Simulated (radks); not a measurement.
All-electron atom: the holmium ion Ho20+ in [Kr] 4d10 4f1. Calculated with a radial shooting solver on a logarithmic mesh with Libxc functionals: Dirac Kohn-Sham, relativistic LDA (MacDonald-Vosko exchange, VWN5 correlation), spin-unpolarised, spherical densities, finite nucleus; open shells fill j = l - 1/2 first; Fermi nuclear charge, rms radius 5.2022 fm.

Normalised radial functions P(r) = r R(r) (large component), r in bohr:

r,3d5/2,4p3/2,5s1/2
0.001267,0.0000,0.0033,0.0852
0.001637,0.0001,0.0053,0.1036
0.002131,0.0001,0.0087,0.1256
0.002775,0.0003,0.0141,0.1504
0.003613,0.0006,0.0229,0.1772
0.004705,0.0013,0.0369,0.2041
0.006127,0.0027,0.0586,0.2279
0.007914,0.0056,0.0906,0.2430
0.01031,0.0116,0.1393,0.2429
0.01342,0.0238,0.2087,0.2172
0.01747,0.0477,0.3021,0.1555
0.02275,0.0932,0.4173,0.0509
0.02963,0.1765,0.5405,-0.0927
0.03827,0.3155,0.6356,-0.2459
0.04983,0.5461,0.6519,-0.3658
0.06489,0.8869,0.5122,-0.3708
0.08449,1.3294,0.1652,-0.1964
0.11,1.8034,-0.3470,0.1400
0.1433,2.1618,-0.8231,0.4736
0.1851,2.2289,-0.9390,0.5323
0.241,1.9140,-0.4599,0.1464
0.3138,1.3048,0.5003,-0.4908
0.4086,0.6675,1.3772,-0.7888
0.532,0.2386,1.5983,-0.2966
0.6872,0.0574,1.1664,0.6515
0.8948,0.0076,0.5371,1.2610
1.165,0.0005,0.1462,1.0374
1.517,0.0000,0.0207,0.4487
1.976,0.0000,0.0013,0.0967
2.572,0.0000,0.0000,0.0090

3d5/2: eigenvalue -1865.8 eV, 0 radial nodes, <r> = 0.209 bohr, 90 % of the charge inside 0.325 bohr. 4p3/2: eigenvalue -794.39 eV, 2 radial nodes at r = 0.0926, 0.276 bohr, <r> = 0.529 bohr, 90 % of the charge inside 0.762 bohr. 5s1/2 (empty): eigenvalue -445.35 eV, 4 radial nodes at r = 0.0252, 0.0995, 0.257, 0.579 bohr, <r> = 0.952 bohr, 90 % of the charge inside 1.33 bohr.
